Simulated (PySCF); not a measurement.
Vertical excitations of a molecule C2H5ClO2Si from TDA-M06-2X/def2-SVPD (PySCF 2.14.0), as energy in eV (oscillator strength): 6.40 (0.004), 6.67 (0.007), 6.82 (0.252), 7.38 (0.012), 7.55 (0.001), 7.62 (0.019), 7.73 (0.021), 7.98 (0.012), 7.98 (0.007), 8.09 (0.016). Lowest triplet (TDA): 4.30 eV. Geometry optimised at PBE0-D3(BJ)/def2-SVP. Other conformers were not sampled.

Task: Identify the compound among the candidates.
(A) O[C@@H]1CO[Si@H]1Cl
(B) C=C(Cl)[SiH](O)O
(C) C[Si@@H](Cl)OC=O
(D) O=C(O)C[SiH2]Cl

Result: B, C=C(Cl)[SiH](O)O
